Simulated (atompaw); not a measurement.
Before and after: PAW (atompaw) potential for lead

| Property | Result |
| --- | --- |
| Element | lead |
| Generator | atompaw 4.2.0.5 |
| Type | PAW |
| Functional | PBE |
| Relativity | scalar-relativistic |
| Frozen core | [Xe] 4f14 |
| Valence charge | 14 |
| Reference configuration | 5d10 6s2 6p2 |
| Partial waves | 6s (bound): rc 1.95 bohr; 6s channel at 3.8 Ry: rc 1.75 bohr; 6p (bound): rc 1.95 bohr; 6p channel at 0.25 Ry: rc 1.95 bohr; 5d (bound): rc 1.50 bohr; 5d channel at -1.1 Ry: rc 1.95 bohr |
| Local potential | bessel scheme, radius 1.65 bohr |
| Core correction | smooth core density matched at 1.40 bohr |
| Augmentation charge | besselshape compensation charge, radius 1.75 bohr; PAW radius 1.95 bohr; waves and projectors: custom rrkj gramschmidtortho |

Change: wave 6p channel at 0.25 Ry: rc 1.95 bohr becomes 6p channel at 7.9 Ry: rc 1.95 bohr.

Cutoffs: the cutoffs (Ry, on a coarse ladder) from which the occupation-weighted sum of valence levels, in a spherical-Bessel basis at the reference potential, stays within 10 and 1 mRy of its value at 400 Ry; they do not see the model core or the augmentation charge, which bear on the density cutoff.

What does the change do?

The potential gets neither clearly harder nor softer (50 Ry and 100 Ry → 50 Ry and 100 Ry); the bound ghost in p disappears; the range in which the p phases agree narrows (upper end at the end of the scan → 1.1).

| quantity | base | changed |
| --- | --- | --- |
| cutoff, loose | 50 Ry | 50 Ry |
| cutoff, tight | 100 Ry | 100 Ry |
| loose cutoff by channel (10 mRy a level) | s 8 Ry, p 12 Ry, d 40 Ry | s 8 Ry, p 10 Ry, d 40 Ry |
| bound ghosts | p | none |
| s: phases at 1.96 bohr within 0.05 rad from the reference energy up to (Ry; the scan ends near 5) | to the end of the scan | to the end of the scan |
| p: phases at 1.96 bohr within 0.05 rad from the reference energy up to (Ry; the scan ends near 5) | to the end of the scan | 1.1 |
| d: phases at 1.96 bohr within 0.05 rad from the reference energy up to (Ry; the scan ends near 5) | 4.1 | 4.1 |
| lowest overlap eigenvalue by channel | s 0.59, p 0.68, d 0.06 | s 0.59, p 0.80, d 0.06 |

 A true bound ghost makes a file unfit for plane-wave use even where its test errors are small: the radial tests pick states by their node count and pass the ghost by. The cutoffs see the waves, projectors and local potential, not the compensation charge or the core.
